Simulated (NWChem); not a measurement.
Species: CH5NOSi2; SMILES [SiH3]C1=N[SiH2]O1

```xyz
10

Si    -0.0129     2.1505     0.0000
C      0.0578     0.2336     0.0000
N      1.1432    -0.4913     0.0000
Si    -0.0098    -1.8617     0.0000
O     -1.1352    -0.4949     0.0000
H     -1.4385     2.6164     0.0000
H      0.6973     2.6415     1.2274
H      0.6973     2.6415    -1.2274
H     -0.1075    -2.7014    -1.2368
H     -0.1075    -2.7014     1.2368
```
Atoms are numbered in this order, from 1.

This is a stationary point of PBE-D3(BJ)/def2-SVP (NWChem), point group Cs. 

**Question.** Is it a minimum? If not, what does it relax to?

**Answer.** No. It has an imaginary frequency of 69i cm⁻¹. Following that mode (on a finer grid) lowers the energy by 0.4 kcal/mol and ends, with real frequencies alone, at point group Cs:
```xyz
10

Si     0.0187     2.1380    -0.0017
C      0.1182     0.2268     0.0468
N      1.0840    -0.5212     0.5036
Si     0.0125    -1.8673    -0.0014
O     -0.9766    -0.4800    -0.4698
H     -1.1854     2.5722     0.7842
H      1.2731     2.7035     0.5902
H     -0.1392     2.5704    -1.4314
H      0.4390    -2.7061    -1.1675
H     -0.6178    -2.7043     1.0697
```
